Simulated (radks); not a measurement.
Trend from K to Kr: ionisation energy by Delta-SCF between NIST ground configurations, and size. Method: scalar-relativistic Kohn-Sham, PBEsol, spin-polarised, spherical densities, point nucleus; open shells are filled with parallel spins first; computed with a radial shooting solver on a logarithmic mesh with Libxc functionals.

| species | configuration | configuration of the ion | IE (eV) | NIST (eV) | kind | r at 0.001 e/bohr^3 (bohr) |
|---|---|---|---|---|---|---|
| K | [Ar] 4s1 | [Ar] | 4.391 | 4.341 | exp. | 4.46 |
| Ca | [Ar] 4s2 | [Ar] 4s1 | 6.044 | 6.113 | exp. | 5.09 |
| Sc | [Ar] 3d1 4s2 | [Ar] 3d1 4s1 | 6.410 | 6.561 | exp. | 4.97 |
| Ti | [Ar] 3d2 4s2 | [Ar] 3d2 4s1 | 6.654 | 6.828 | exp. | 4.84 |
| V | [Ar] 3d3 4s2 | [Ar] 3d4 | 5.897 | 6.746 | exp. | 4.73 |
| Cr | [Ar] 3d5 4s1 | [Ar] 3d5 | 7.392 | 6.767 | exp. | 4.40 |
| Mn | [Ar] 3d5 4s2 | [Ar] 3d5 4s1 | 7.186 | 7.434 | exp. | 4.55 |
| Fe | [Ar] 3d6 4s2 | [Ar] 3d6 4s1 | 7.791 | 7.902 | exp. | 4.46 |
| Co | [Ar] 3d7 4s2 | [Ar] 3d8 | 7.682 | 7.881 | exp. | 4.38 |
| Ni | [Ar] 3d8 4s2 | [Ar] 3d9 | 7.019 | 7.640 | exp. | 4.31 |
| Cu | [Ar] 3d10 4s1 | [Ar] 3d10 | 8.367 | 7.726 | exp. | 4.08 |
| Zn | [Ar] 3d10 4s2 | [Ar] 3d10 4s1 | 9.561 | 9.394 | exp. | 4.18 |
| Ga | [Ar] 3d10 4s2 4p1 | [Ar] 3d10 4s2 | 5.874 | 5.999 | exp. | 4.40 |
| Ge | [Ar] 3d10 4s2 4p2 | [Ar] 3d10 4s2 4p1 | 7.954 | 7.899 | exp. | 4.43 |
| As | [Ar] 3d10 4s2 4p3 | [Ar] 3d10 4s2 4p2 | 9.896 | 9.789 | exp. | 4.34 |
| Se | [Ar] 3d10 4s2 4p4 | [Ar] 3d10 4s2 4p3 | 9.518 | 9.752 | exp. | 4.26 |
| Br | [Ar] 3d10 4s2 4p5 | [Ar] 3d10 4s2 4p4 | 11.864 | 11.814 | exp. | 4.15 |
| Kr | [Kr] | [Ar] 3d10 4s2 4p5 | 14.071 | 14.000 | exp. | 4.03 |

Reference values: NIST Atomic Spectra Database (measured). Open shells are spherical and high-spin; term and fine-structure splittings are not resolved.
